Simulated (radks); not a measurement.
Values are calculated unless marked as measured or tabulated.
Neutral thallium inside a hard spherical wall (all orbitals vanish at R), configuration held at [Hg] 6p1 and not refilled when levels cross. Level of theory: scalar-relativistic Kohn-Sham, PBE, spin-polarised, spherical densities, finite nucleus; open shells are filled with parallel spins first (spin-orbit coupling, left out, can overturn this in heavy ions); Fermi nuclear charge, rms radius 5.4759 fm (a radial shooting solver on a logarithmic mesh with Libxc functionals). Eigenvalues in eV for spin up, with the zero of energy where the potential of the charges vanishes at infinity; a dash marks a level that is unbound or too diffuse for the functional's potential to be trusted. A positive occupied level is held by the wall or, in an anion where self-interaction has pushed it up, behind a barrier. The pressure on the wall is -dE/dV.

\begin{tabular}{lrrrrrrrrr}
R (bohr) & E (hartree) & kinetic (hartree) & e(5p) & e(5d) & e(6s) & e(6p) & e(7s, empty) & e(6d, empty) & pressure (GPa) \\ \hline
free & -20240.6987 & 22782.941 & -76.059 & -15.485 & -9.732 & -2.615 & - & - & 0 \\
20 & -20240.6987 & 22782.941 & -76.059 & -15.485 & -9.732 & -2.615 & -0.566 & 0.485 & < 0.0001 \\
12 & -20240.6984 & 22782.943 & -76.024 & -15.451 & -9.703 & -2.586 & -0.126 & 1.309 & 0.00367 \\
8 & -20240.6912 & 22782.983 & -75.659 & -15.094 & -9.418 & -2.192 & 2.363 & 3.593 & 0.231 \\
5 & -20240.5621 & 22783.621 & -73.387 & -12.949 & -7.422 & 1.299 & 16.811 & 12.869 & 14.8 \\
4 & -20240.2139 & 22785.239 & -70.025 & -9.857 & -3.674 & 7.284 & 36.848 & 24.687 & 98.4 \\
3.5 & -20239.6905 & 22787.554 & -66.402 & -6.496 & 1.040 & 14.284 & 57.714 & 36.821 & 297 \\
3 & -20238.4076 & 22792.971 & -59.826 & -0.147 & 11.023 & 28.331 & 95.556 & 58.735 & 1040 \\
2.5 & -20234.8556 & 22807.179 & -47.229 & 13.075 & 34.614 & 59.674 & 170.77 & 102.25 & 4400 \\
2 & -20223.2415 & 22850.645 & -19.998 & 44.883 & 99.193 & 139.31 & 340.15 & 200.48 & 24400 \\
1.5 & -20175.2081 & 23012.726 & 58.038 & 140.94 & 310.29 & 378.83 & 798.00 & 467.49 & 200000 \\
\end{tabular}
